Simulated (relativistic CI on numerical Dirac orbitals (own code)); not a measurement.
**Ligand-field terms of d4**

Computed with a parametric ligand-field model of a d^n configuration (Racah B and C, spin-orbit zeta, crystal field), exact diagonalisation.

Field parameters in Wybourne normalisation: D3d B²₀ = −7Dσ, B⁴₀ = −14Dq − 21Dτ, B⁴₃ = −14√(10/7) Dq; Oh B⁴₀ = 21Dq, B⁴₄ = √(5/14) B⁴₀; Td as Oh with Dq negative (B⁴₀ = 21Dq, B⁴₄ = √(5/14) B⁴₀). The field is a parameter set, without covalency.

Q: Ground term and bands for B = 320, C = 1370, ζ = 0 cm⁻¹, Td, 10Dq = -1450 cm⁻¹?

A: Ground term 5T2 with 2.00 electrons in the two orbitals of the cubic e set. Spin-allowed: 5E 1450 cm⁻¹. Lowest spin-forbidden: 3T1 5955 cm⁻¹ (1679 nm), 3T2 6569 cm⁻¹ (1522 nm), 3T1 7099 cm⁻¹ (1409 nm).

Q: Ground term and bands for B = 750, C = 2960, ζ = 0 cm⁻¹, Oh, 10Dq = 20150 cm⁻¹?

A: Ground term 3T1 with 0.04 electrons in the two orbitals of the cubic e set. Spin-allowed: 3E 17613 cm⁻¹ (568 nm), 3T1 18357 cm⁻¹ (545 nm), 3T2 19149 cm⁻¹ (522 nm), 3A1 20586 cm⁻¹ (486 nm). Lowest spin-forbidden: 5E 1996 cm⁻¹, 1T2 8548 cm⁻¹ (1170 nm), 1E 9659 cm⁻¹ (1035 nm).

Q: Ground term and bands for B = 970, C = 3670, ζ = 0 cm⁻¹, D3d, 10Dq = 14800, Dσ = 1200, Dτ = 10 cm⁻¹?

A: Ground term 5E with 1.01 electrons in the two orbitals of the cubic e set. Spin-allowed: 5E 14022 cm⁻¹ (713 nm), 5A1 17486 cm⁻¹ (572 nm). Lowest spin-forbidden: 3A2 5564 cm⁻¹ (1797 nm), 3E 8096 cm⁻¹ (1235 nm), 1E 16593 cm⁻¹ (603 nm).

Q: Ground term and bands for B = 1000, C = 3740, ζ = 0 cm⁻¹, Oh, 10Dq = 7000 cm⁻¹?

A: Ground term 5E with 1.00 electrons in the two orbitals of the cubic e set. Spin-allowed: 5T2 7000 cm⁻¹ (1429 nm). Lowest spin-forbidden: 3T1 14782 cm⁻¹ (677 nm), 3E 19655 cm⁻¹ (509 nm), 3T1 20782 cm⁻¹ (481 nm).

Q: Ground term and bands for B = 570, C = 2480, ζ = 0 cm⁻¹, Oh, 10Dq = 8500 cm⁻¹?

A: Ground term 5E with 1.00 electrons in the two orbitals of the cubic e set. Spin-allowed: 5T2 8500 cm⁻¹ (1176 nm). Lowest spin-forbidden: 3T1 5992 cm⁻¹ (1669 nm), 1T2 12650 cm⁻¹ (791 nm), 3E 12721 cm⁻¹ (786 nm).
